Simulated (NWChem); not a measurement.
System: iodine monochloride (ICl); SMILES ClI

Here is an NWChem input.

```
start job
memory heap 200 mb stack 900 mb global 1100 mb
geometry units angstroms noautoz
  Cl     0.000000     0.000000     1.785090
  I      0.000000     0.000000    -0.598955
end
basis spherical
  * library def2-svp
end
ecp
  I library def2-ecp
end
dft
  xc becke97-2
  iterations 150
  mulliken
end
task dft energy
```

Coordinates come from a PBE-D3(BJ)/def2-SVP optimisation. def2 effective core potentials on I; no spin-orbit coupling.

Task: Predict the main results of this run. (B97-2/def2-SVP with def2 effective core potentials on I.) Quantities: energy (Ha); highest occupied level (eV); orbital gap (eV); dipole (D).

Result: 
```yaml
energy (Ha): -758.09
highest occupied level (eV): -7.57
orbital gap (eV): 3.70
dipole (D): 1.48
```
